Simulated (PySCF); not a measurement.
## Dipole moment and polarisability of `FB(F)CC#CCB(F)F`

Species: C4H4B2F4.
Cartesian coordinates in Å at the PBE0-D3(BJ)/def2-SVP level; atoms count from 1:
```xyz
14
C4H4B2F4 angstrom
F     -2.8976    1.4044    0.6213
B     -3.0559    0.1150    0.4232
F     -4.2937   -0.3427    0.4210
C     -1.8596   -0.8753    0.1964
C     -0.5421   -0.2661    0.2200
C      0.5424    0.2718    0.2459
C      1.8593    0.8815    0.2817
B      3.0562   -0.1212    0.4408
F      2.8990   -1.4192    0.5721
F      4.2946    0.3351    0.4477
H     -1.9442   -1.6705    0.9607
H     -2.0416   -1.3971   -0.7616
H      1.9362    1.6158    1.1055
H      2.0485    1.4752   -0.6321
```

Level: B3LYP/def2-SVPD (PySCF), static field, nuclei fixed, core orbitals frozen in the response. The polarisability tensor in these axes (au):

```
x   100.19  11.58   0.59
y    11.58  67.67   0.53
z     0.59   0.53  53.42
```

Task: What are the eigenvalues, a third of the trace, and Δα (Δα² = ½Σ(αi − αj)² over the three pairs)?

Result: Principal values 53.40, 63.98 and 103.90 au; mean 73.76 au = 10.93 Å³ = 12.16 × 10⁻⁴⁰ C²·m²/J; Δα = 46.13 au (63 % of the mean).

Task: What is the dipole moment, and where does it point?

Result: (0.00, 0.01, -0.35) D, 0.35 D in size, pointing from the negative to the positive side. Measured along this direction, the outermost atoms are H13 and H11 at the negative end and H12 and H14 at the positive end.

Task: Sum over states: ᾱ = Σ f/ω², ω in Eh. What share falls to these 6 lowest TDDFT singlets (eV, f)? 6.00, 0.0039; 6.08, 0.0002; 6.13, 0.0059; 6.29, 0.0075; 6.33, 0.0010; 6.34, 0.0001.

Result: They add up to 0.36 au, 0.5 % of the 73.76 au; the largest single term is 0.14 au, from the state at 6.29 eV. Terms in order: 0.08, 0.00, 0.12, 0.14, 0.02, 0.00 au. Higher excitations give the rest. The strengths listed sum to 0.018.

Task: Find the Langevin capture rate constant for H3O+ (19.018 u) meeting this molecule (150.044 u), k = 2.342 × 10⁻⁹ cm³/s × √(α in Å³ / reduced mass in u).

Result: The reduced mass is 16.88 u, so k = 1.88 × 10⁻⁹ cm³/s. The formula leaves out the permanent dipole, which adds to the capture rate.

Task: Refractivity n − 1 of an ideal gas of it at 350 K and 1 atm, from the electronic α?

Result: N = p/kT = 2.0968 × 10¹⁹ cm⁻³, so n − 1 = 2π × N × 10.93 × 10⁻²⁴ cm³ = 1440 × 10⁻⁶ at long wavelengths.

One conformer (not necessarily the lowest) at the PBE0-D3(BJ)/def2-SVP geometry, without solvent, vibrations or thermal averaging.
